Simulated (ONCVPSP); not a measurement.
## Configuration tests for iodine (I) (ONCV)

ONCVPSP 4.0.1 input, shortened (lines: element, Z, core and valence counts, functional; n l f; lmax; l rc ep ncon nbas qcut; lloc lpopt rc5 dvloc0; l nproj debl; icmod fcfact rcfact), LDA (Perdew-Wang 92), scalar-relativistic:

```
  I 53.00    7    4  -001012      upf
    1    0    2.00
    2    0    2.00
    2    1    6.00
    3    0    2.00
    3    1    6.00
    3    2   10.00
    4    0    2.00
    4    1    6.00
    4    2   10.00
    5    0    2.00
    5    1    4.50
    2
    0    1.55    0.00    4    8    3.30
    1    1.55    0.00    4    8   11.10
    2    1.45    0.00    3    8   10.30
    4    5    1.00    0.00
    0    1    1.50
    1    3    3.60
    2    1    1.30
    2    0.30    0.80
```

Energies are relative to the spin-unpolarised reference configuration 4p6 4d10 5s2 5p4.5; without spin polarisation the order of configurations can differ from experiment.

```json
{"valence configuration": "4p6 4d10 5s2 5p4", "charge": "+1", "ΔE all-electron (eV)": "6.688", "error AE − PS (meV)": "-1.6"}
{"valence configuration": "4p6 4d9 5s2 5p5", "charge": "+1", "ΔE all-electron (eV)": "53.704", "error AE − PS (meV)": "+194"}
```

(1) What are ΔE and the potential's error for 4p6 4d10 5s2 5p5?

(2) What are ΔE and the potential's error for 4p6 4d10 5s2 5p3?

Levels in the configuration 4p6 4d10 5s2 5p4:

```csv
level,all-electron (eV),pseudo (eV)
4p,-136.916,-136.910
4d,-59.881,-59.875
5s,-26.521,-26.518
5p,-15.536,-15.535
```

Note: ghosts flagged at negative energy: s at -304.5 eV, d at -40.6 eV; no localised positive-energy state flagged. A true bound ghost makes a file unfit for plane-wave use.

Results:

(1) ΔE = -4.612 eV all-electron; the error (AE − PS) is +1.3 meV.

(2) ΔE = 26.747 eV all-electron; the error (AE − PS) is -4.6 meV.
